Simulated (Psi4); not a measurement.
C$_{8}$H$_{12}$ (SMILES C1=CCCC=CCC1), singlet, geometry from GFN2-xTB. Base run: HF/3-21G in Psi4.

Geometry (Å):
```xyz
20

C     -0.6636    -1.7152    -0.1222
C      0.6607    -1.7166    -0.1168
C      1.5324    -0.5662    -0.5234
C      1.5294     0.5628     0.5358
C      0.6636     1.7152     0.1222
C     -0.6607     1.7166     0.1168
C     -1.5324     0.5662     0.5234
C     -1.5294    -0.5628    -0.5358
H     -1.1890    -2.5963     0.2222
H      1.1814    -2.5989     0.2319
H      1.1889    -0.1549    -1.4761
H      2.5522    -0.9267    -0.6650
H      2.5488     0.9210     0.6857
H      1.1772     0.1523     1.4857
H      1.1890     2.5963    -0.2222
H     -1.1814     2.5989    -0.2319
H     -1.1889     0.1549     1.4761
H     -2.5522     0.9267     0.6650
H     -1.1772    -0.1523    -1.4857
H     -2.5488    -0.9210    -0.6857
```
Charge 0, spin multiplicity 1.
All else is at Psi4's defaults (density fitting, Cartesian functions).
Base energy -308.16031 Eh.

Variants of this job, named by their change:

```csv
change,ΔE vs base (mEh),SCF cycles,basis functions
base,0.000,7,96
scf_type = dfdirj+cosx,-0.340,8,96
scf_initial_accelerator = none,0.000,7,96
e_convergence = 1e-4,0.000,7,96
puream = false,0.000,7,96
scf_type = out_of_core,-0.061,7,96
puream = true,0.035,7,96
e_convergence = 1e-8,0.000,8,96
scf_initial_accelerator = ediis,0.000,7,96
damping_percentage = 50,0.001,87,96
cholesky_tolerance = 1e-3 (with scf_type cd),12.736,7,96
guess = sadno,0.000,8,96
guess = modhuckel,0.000,8,96
```
